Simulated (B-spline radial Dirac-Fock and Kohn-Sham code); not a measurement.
## The Y-like isoelectronic sequence (39 electrons), Z = 69 to 81

Model: Dirac-Fock ΔSCF + Breit + QED. Program: a B-spline atomic structure program. Binding energies in eV, tabulated ground configurations ([Kr] 4d3 throughout). Correlation energy is missing from these numbers.

```tsv
ion	2p3/2	3p3/2	4s	4p1/2	outermost level	NIST ionisation energy
Tm³⁰⁺	9798.0	3002.8	1459.5	1362.0	1149.8 (4d)	1157 ± 4
Yb³¹⁺	10164.0	3142.5	1537.9	1437.5	1215.7 (4d)	1224 ± 4
Lu³²⁺	10537.1	3285.3	1618.3	1515.2	1283.5 (4d)	1292 ± 4
Hf³³⁺	10917.3	3431.4	1701.0	1595.0	1352.9 (4d)	1362 ± 5
Ta³⁴⁺	11304.5	3580.7	1785.8	1676.9	1424.2 (4d)	1434 ± 5
W³⁵⁺	11698.9	3733.3	1872.8	1761.1	1497.1 (4d)	1512.4 ± 1.5
Re³⁶⁺	12100.3	3889.1	1962.1	1847.4	1571.9 (4d)	1583 ± 5
Os³⁷⁺	?	?	?	?	?	?
Ir³⁸⁺	12924.6	4210.4	2147.5	2026.9	1726.6 (4d)	1739 ± 4
Pt³⁹⁺	13347.5	4376.0	2243.6	2120.0	1806.7 (4d)	1821 ± 4
Au⁴⁰⁺	13777.4	4544.9	2342.1	2215.4	1888.5 (4d)	1904 ± 4
Hg⁴¹⁺	14214.6	4717.0	2442.9	2313.2	1972.0 (4d)	1989 ± 4
Tl⁴²⁺	14658.9	4892.5	2546.1	2413.3	2057.3 (4d)	2075 ± 4
```

Task: Fill in the row of Os³⁷⁺.

Result: 2p3/2 12508.9, 3p3/2 4048.1, 4s 2053.6, 4p1/2 1936.0, outermost 1648.4 (4d), NIST 1660 ± 4 eV.

NIST's values are for the lowest levels; a dash marks a value that is missing or belongs to another shell. Their kind here: semi-empirical, theoretical. Where a p, d or f shell is open in either ion the computed value averages over both j values and all terms, while the table refers to the lowest levels; that difference holds spin-orbit splitting (largest in heavy or highly charged ions), term energies where several electrons share open shells, and correlation, and it can reach 10 % or more.
